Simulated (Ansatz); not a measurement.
Reaction (cleavage of the Si–B bond): `[SiH3]B[CH2][SnH3]` + `[NH2][Mg][OH]` → `[NH2][Mg][O][SiH3]` + `B[CH2][SnH3]`

Program: Ansatz. Geometries: PBE0-D4/def2-TZVP. ΔE: electronic, gas phase. CBS: MP2 limit from def2 TZ/QZ plus the TZ coupled-cluster correction, frozen cores. Functionals use def2-TZVPP. B3LYP here is the variant with VWN-RPA as its local correlation; programs differ in this. HSE06 is defined as in plane-wave codes. def2 core potentials past Kr. For Mg, Sn outer-core shells are correlated without core-valence functions, which leaves a few kJ/mol of doubt a bond. One conformer a species, not always the lowest.

```
             level  ΔE (kJ/mol)  difference from CCSD(T)/CBS
       LDA (SPW92)       -108.9                         25.3
            PBE-D4       -109.3                         24.9
           BLYP-D4       -125.8                          8.4
         r2SCAN-D4       -129.6                          4.6
            B97M-V       -133.8                          0.4
           PBE0-D4       -118.7                         15.5
          B3LYP-D4       -132.7                          1.5
        r2SCANh-D4       -131.2                          3.0
        r2SCAN0-D4       -133.5                          0.7
          HSE06-D4       -118.8                         15.4
          BHLYP-D4       -144.1                         -9.9
           ωB97M-V       -134.1                          0.1
            B2PLYP       -141.5                         -7.3
          PBE-QIDH       -133.2                          1.0
               PBE       -113.8                         20.4
            revPBE       -115.8                         18.4
              BLYP       -134.3                         -0.1
            r2SCAN       -130.9                          3.3
              PBE0       -122.9                         11.3
             B3LYP       -139.9                         -5.7
           r2SCANh       -132.6                          1.6
           r2SCAN0       -135.0                         -0.8
             HSE06       -122.8                         11.4
             BHLYP       -151.4                        -17.2
         CAM-B3LYP       -143.5                         -9.3
           LC-ωPBE       -128.3                          5.9
RPA@PBE/def2-TZVPP       -136.7                         -2.5
       HF/def2-SVP       -159.7                        -25.5
      MP2/def2-SVP       -134.6                         -0.4
     CCSD/def2-SVP       -132.9                          1.3
  CCSD(T)/def2-SVP       -129.4                          4.8
     HF/def2-TZVPP       -169.4                        -35.2
    MP2/def2-TZVPP       -139.2                         -5.0
SCS-MP2/def2-TZVPP       -145.7                        -11.5
   CCSD/def2-TZVPP       -139.3                         -5.1
CCSD(T)/def2-TZVPP       -134.8                         -0.6
     HF/def2-QZVPP       -171.9                        -37.7
    MP2/def2-QZVPP       -139.8                         -5.6
      HF/CBS(def2)       -172.2                        -38.0
    CCSD/CBS(def2)       -138.8                         -4.6
       CCSD(T)/CBS       -134.2                            0
```

Largest T1 diagnostic among the species: 0.013.

From BLYP to BHLYP (50 % exact exchange), in def2-TZVPP and without D4, ΔE moves by −17.1 kJ/mol. At CCSD(T), def2-SVP lies +4.8 kJ/mol from the extrapolated value and def2-TZVPP −0.5 kJ/mol. Leaving LDA and LC-ωPBE aside and taking each functional with its dispersion term where it has one, the values, not all of them listed here, spread over 35.0 kJ/mol, from BHLYP-D4 to revPBE-D4. LDA lies +4.9 kJ/mol from PBE without D4.
